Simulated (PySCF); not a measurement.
Simulated absorption spectrum

Species: C6H7FP2.
Atom-mapped SMILES: `[CH3:1][CH2:2][c:3]1[cH:4][cH:5][p:6][c:7]([F:8])[p:9]1` (hydrogens: H10, H11, H12 on C1; H13, H14 on C2; H15 on C4; H16 on C5)

Computed, not measured: TDDFT B3LYP/def2-SVPD, vertical, gas phase, core orbitals frozen in the response in PySCF 2.14.0, density-fitted response routines. Isolated species at its GFN2-xTB geometry (one conformer only). Torsions of this conformer, `[CH3:1][CH2:2][c:3]1[cH:4][cH:5][p:6][c:7]([F:8])[p:9]1`: C1–C2–C3–C4 -87°.

Each state is given a Gaussian of 0.4 eV full width at half maximum, with ε(max) = 2.175×10⁸ f / Δν̃ (Δν̃ the width in cm⁻¹). The width is an assumption, not a result. The curve ends short of the highest state used, and states not computed would add to its high-energy end.

```csv
λ (nm),ε (L mol⁻¹ cm⁻¹)
252.3,9580
255.6,5551
258.9,3673
262.1,3318
265.4,3785
268.6,4492
271.9,5068
275.1,5261
278.4,5045
281.6,4524
284.9,3824
288.1,3124
291.4,2477
294.6,1958
297.9,1537
301.1,1221
304.4,969
307.7,774
310.9,622
314.2,495
317.4,393
320.7,305
323.9,234
327.2,173
330.4,126
333.7,88
336.9,61
340.2,40
343.4,26
346.7,16
350.0,10
353.2,6
356.5,3
359.7,2
363.0,1
366.2,1
```

Question: Locate the maxima and give the states behind the curve.

Answer: 275 nm (4.51 eV), ε about 5300, made up of S3 (82%) and S4 (12%) (ε in L mol⁻¹ cm⁻¹; maxima over ε = 5, shares over 10%). At its high-energy end, 4.91 eV, the curve is still rising (ε about 9200, from S5 and S7). The states used: S1 3.99 eV (f 0.0043); S2 4.25 eV (f 0.014); S3 4.52 eV (f 0.064); S4 4.54 eV (f 0.0098); S5 5.15 eV (f 0.179); S6 5.19 eV (f 0.0013); S7 5.22 eV (f 0.336); S8 5.51 eV (f 0.0098).

Question: On this curve, what absorbance would a 10⁻³ mol/L sample give at 355 nm over a 1 cm path?

Answer: 355 nm is 3.493 eV, where ε is about 4.3 L mol⁻¹ cm⁻¹, so A = ε c l ≈ 0.0043 (Beer–Lambert, with the gas-phase spectrum and the assumed width).

Question: Coming from long wavelengths, where does ε first pass 100 L mol⁻¹ cm⁻¹?

Answer: At about 333 nm (3.73 eV), 0.26 eV below S1.

Question: What would ε be at 4.51 eV, the highest of these maxima, with half the width (0.2 eV)?

Answer: About 9830 L mol⁻¹ cm⁻¹ against 5260, a factor of about 1.9; a lone state at its own centre would give exactly 2.
